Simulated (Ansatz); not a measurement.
Calculated with Ansatz (gas phase, PBE0-D4/def2-TZVP geometries, no zero-point term in ΔE). CCSD(T)/CBS is the MP2 limit (def2-TZVPP, def2-QZVPP) plus CCSD(T) − MP2 in def2-TZVPP, frozen cores. DFT in def2-TZVPP. B3LYP here is the variant with VWN-RPA as its local correlation; programs differ in this. For Ge outer-core shells are correlated without core-valence functions, which leaves a few kJ/mol of doubt a bond. Scalar relativity is left out up to krypton. One conformer a species, not always the lowest.

`C=NB(C)[SiH3]` + `F[C]1=[CH][GeH2]1` → `[SiH3][C]1=[CH][GeH2]1` + `C=NB(C)F`  (redistribution)

CCSD(T)/CBS gives -2.47 eV.

Q: Another level gave -2.31 eV. Which?
A. r2SCAN-D4/def2-TZVPP
B. HF/def2-TZVPP
C. SCS-MP2/def2-TZVPP
D. B3LYP-D4/def2-TZVPP

A: D. B3LYP-D4 -2.31, SCS-MP2/def2-TZVPP -2.55, r2SCAN-D4 -2.26, HF/def2-TZVPP -2.72 eV.

Largest T1 diagnostic among the species: 0.015.

From PBE to PBE0 (25 % exact exchange), in def2-TZVPP and without D4, ΔE moves by −0.18 eV. In def2-TZVPP, CCSD(T) changes the Hartree–Fock value by +0.28 eV (the triples alone add +0.06 eV) and MP2 by +0.15 eV.
